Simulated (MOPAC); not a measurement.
MOPAC input (AM1):

```
AM1 PRECISE GNORM=0.05 LET XYZ CHARGE=1 GEO-OK AUX(PRECISION=9) THREADS=1
CH4NO

N    -1.11030700 1    0.16666000 1   -0.15104800 1
C     0.45712200 1    0.32590900 1   -0.04544200 1
O     1.08125200 1   -0.60514300 1    0.26790700 1
H    -1.35273700 1   -0.80107100 1    0.08990400 1
H    -1.59255300 1    0.80418600 1    0.49305300 1
H     0.76560700 1    1.34681400 1   -0.29461900 1
H    -1.44091300 1    0.36914900 1   -1.10160700 1
```

Output:

```
 *******************************************************************************
 **                                                                           **
 **                              MOPAC v23.2.5                                **
 **                                                                           **
 *******************************************************************************
 ** MOPAC's Digital Object Identifier: https://doi.org/10.5281/zenodo.6511958 **
 **                                                                           **
 ** Please cite the open-source release paper for use of this MOPAC version:  **
 ** J. E. Moussa and J. J. P. Stewart (2026)                                  **
 ** MOPAC: An open-source semiempirical molecular orbital program             **
 ** J. Open Source Softw., 11(119), 8025, https://doi.org/10.21105/joss.08025 **
 *******************************************************************************

                              AM1 CALCULATION RESULTS

 *******************************************************************************
 *  AM1        - The AM1 Hamiltonian to be used
 *  GEO-OK     - OVERRIDE INTERATOMIC DISTANCE AND OTHER SAFETY CHECKS
 *
 *
 *
 *                 CHARGE ON SYSTEM = +1
 *
 *
 *
 *  LET        - OVERRIDE SOME SAFETY CHECKS
 *  PRECISE    - TIGHTER CRITERIA TO BE USED
 *  XYZ        - CARTESIAN COORDINATE SYSTEM TO BE USED
 *  GNORM      - EXIT WHEN GRADIENT NORM DROPS BELOW 0.050
 *  AUX        - OUTPUT AUXILIARY INFORMATION
 *******************************************************************************
AM1 PRECISE GNORM=0.05 LET XYZ CHARGE=1 GEO-OK AUX(PRECISION=9) THREADS=1
 CH4NO

   ATOM   CHEMICAL          X               Y               Z
  NUMBER   SYMBOL      (ANGSTROMS)     (ANGSTROMS)     (ANGSTROMS)

     1       N         -1.11030700  *   0.16666000  *  -0.15104800  *
     2       C          0.45712200  *   0.32590900  *  -0.04544200  *
     3       O          1.08125200  *  -0.60514300  *   0.26790700  *
     4       H         -1.35273700  *  -0.80107100  *   0.08990400  *
     5       H         -1.59255300  *   0.80418600  *   0.49305300  *
     6       H          0.76560700  *   1.34681400  *  -0.29461900  *
     7       H         -1.44091300  *   0.36914900  *  -1.10160700  *

          CARTESIAN COORDINATES

    NO.       ATOM           X           Y           Z

     1         N         -1.1103      0.1667     -0.1510
     2         C          0.4571      0.3259     -0.0454
     3         O          1.0813     -0.6051      0.2679
     4         H         -1.3527     -0.8011      0.0899
     5         H         -1.5926      0.8042      0.4931
     6         H          0.7656      1.3468     -0.2946
     7         H         -1.4409      0.3691     -1.1016

  H: (AM1): M.J.S. DEWAR ET AL, J. AM. CHEM. SOC. 107 3902-3909 (1985)
  C: (AM1): M.J.S. DEWAR ET AL, J. AM. CHEM. SOC. 107 3902-3909 (1985)
  N: (AM1): M.J.S. DEWAR ET AL, J. AM. CHEM. SOC. 107 3902-3909 (1985)
  O: (AM1): M.J.S. DEWAR ET AL, J. AM. CHEM. SOC. 107 3902-3909 (1985)

           Empirical Formula: C H4 N O  =     7 atoms

      MOLECULAR POINT GROUP   :   Cs

      RHF CALCULATION, NO. OF DOUBLY OCCUPIED LEVELS = 9

          Geometry optimization using EF

          DIAGONAL MATRIX USED AS START HESSIAN

 CYCLE:     1  GRAD.:   179.906 HEAT:  139.0623
 CYCLE:     2  GRAD.:   470.111 HEAT:  179.5532
 CYCLE:     3  GRAD.:   298.464 HEAT:  153.4466
 CYCLE:     4  GRAD.:   585.643 HEAT:  158.5139
 CYCLE:     5  GRAD.:   150.159 HEAT:  138.0568
 CYCLE:     6  GRAD.:   295.306 HEAT:  150.0245
 CYCLE:     7  GRAD.:   151.937 HEAT:  141.0798
 CYCLE:     8  GRAD.:   175.171 HEAT:  145.5499
 CYCLE:     9  GRAD.:   126.586 HEAT:  139.4341
 CYCLE:    10  GRAD.:   109.405 HEAT:  139.1936
 CYCLE:    11  GRAD.:    99.052 HEAT:  137.1939
 CYCLE:    12  GRAD.:    89.793 HEAT:  137.5683
 CYCLE:    13  GRAD.:   162.179 HEAT:  141.1099
 CYCLE:    14  GRAD.:    29.712 HEAT:  135.0982
 CYCLE:    15  GRAD.:    12.677 HEAT:  134.7971
 CYCLE:    16  GRAD.:     3.954 HEAT:  134.7111
 CYCLE:    17  GRAD.:     4.103 HEAT:  134.6836
 CYCLE:    18  GRAD.:     6.567 HEAT:  134.6124
 CYCLE:    19  GRAD.:    24.202 HEAT:  134.5070
 CYCLE:    20  GRAD.:     5.089 HEAT:  134.3691
 CYCLE:    21  GRAD.:     3.532 HEAT:  134.3180
 CYCLE:    22  GRAD.:     4.468 HEAT:  134.2962
 CYCLE:    23  GRAD.:     1.622 HEAT:  134.2892
 CYCLE:    24  GRAD.:     0.892 HEAT:  134.2869
 CYCLE:    25  GRAD.:     0.440 HEAT:  134.2862
 CYCLE:    26  GRAD.:     0.081 HEAT:  134.2862
 CYCLE:    27  GRAD.:     0.058 HEAT:  134.2861
 CYCLE:    28  GRAD.:     0.017 HEAT:  134.2861

     GRADIENT =  0.01727 IS LESS THAN CUTOFF =  0.05000

 -------------------------------------------------------------------------------
 AM1 PRECISE GNORM=0.05 LET XYZ CHARGE=1 GEO-OK AUX(PRECISION=9) THREADS=1
 CH4NO

     GEOMETRY OPTIMISED USING EIGENVECTOR FOLLOWING (EF).
     SCF FIELD WAS ACHIEVED

                              AM1 CALCULATION
                                                       MOPAC v23.2.5 Linux

          FINAL HEAT OF FORMATION =        134.28614 KCAL/MOL =     561.85323 KJ/MOL

          COSMO AREA              =         79.17 SQUARE ANGSTROMS
          COSMO VOLUME            =         60.12 CUBIC ANGSTROMS

          GRADIENT NORM           =          0.01727          =       0.00653 PER ATOM
          IONIZATION POTENTIAL    =         18.091607 EV
          HOMO LUMO ENERGIES (EV) =        -18.092 -5.582
          NO. OF FILLED LEVELS    =          9
          MOLECULAR WEIGHT        =         46.0487         POINT GROUP:  C1

          MOLECULAR DIMENSIONS (Angstroms)

            Atom       Atom       Distance
            H     5    O     3     3.10507
            H     6    H     4     2.94194
            H     5    H     7     1.45838

          SCF CALCULATIONS        =         29

   ATOM   CHEMICAL          X               Y               Z
  NUMBER   SYMBOL      (ANGSTROMS)     (ANGSTROMS)     (ANGSTROMS)

     1       N         -1.08042429  *   0.16716704  *  -0.13821236  *
     2       C          0.41471348  *   0.35242287  *   0.00170944  *
     3       O          1.07702218  *  -0.64588627  *   0.17570722  *
     4       H         -1.38554017  *  -0.72486476  *   0.27256533  *
     5       H         -1.58546218  *   0.94753564  *   0.29261849  *
     6       H          0.72569432  *   1.41858307  *  -0.08406672  *
     7       H         -1.32343633  *   0.14673598  *  -1.13766203  *

                             CARTESIAN COORDINATES

   1    N       -1.080424286     0.167167037    -0.138212359
   2    C        0.414713481     0.352422871     0.001709442
   3    O        1.077022185    -0.645886274     0.175707218
   4    H       -1.385540167    -0.724864762     0.272565332
   5    H       -1.585462183     0.947535642     0.292618487
   6    H        0.725694316     1.418583072    -0.084066717
   7    H       -1.323436327     0.146735979    -1.137662028

           Empirical Formula: C H4 N O  =     7 atoms

      MOLECULAR POINT GROUP   :   C1

                  EIGENVALUES
 -46.65108 -42.35410 -30.36081 -25.40590 -24.85294 -24.15389 -22.07337 -20.71928
 -18.09161  -5.58186  -5.14274  -3.17581  -2.57105  -2.45799  -2.22383  -0.27747

              NET ATOMIC CHARGES AND DIPOLE CONTRIBUTIONS

  ATOM NO.   TYPE          CHARGE      No. of ELECS.   s-Pop       p-Pop
    1          N          -0.168158        5.1682     1.47616     3.69200
    2          C           0.218883        3.7811     1.30446     2.47666
    3          O          -0.105160        6.1052     1.91100     4.19416
    4          H           0.271069        0.7289     0.72893
    5          H           0.269372        0.7306     0.73063
    6          H           0.244610        0.7554     0.75539
    7          H           0.269383        0.7306     0.73062
 DIPOLE           X         Y         Z       TOTAL
 POINT-CHG.    -4.314     2.905    -0.837     5.267
 HYBRID        -0.726     0.035    -0.102     0.734
 SUM           -5.039     2.940    -0.939     5.909

          ATOMIC ORBITAL ELECTRON POPULATIONS

     Atom    s        px        py        pz
    1  N   1.47616   1.24558   1.22326   1.22316
    2  C   1.30446   0.75342   0.97565   0.74759
    3  O   1.91100   1.56269   1.36085   1.27062
    4  H   0.72893
    5  H   0.73063
    6  H   0.75539
    7  H   0.73062

 **********************
 *                    *
 * JOB ENDED NORMALLY *
 *                    *
 **********************

 == MOPAC DONE ==
```

The dipole moment of an ion depends on the origin.

The geometry given is a B3LYP-D3(BJ)/def2-TZVP minimum.
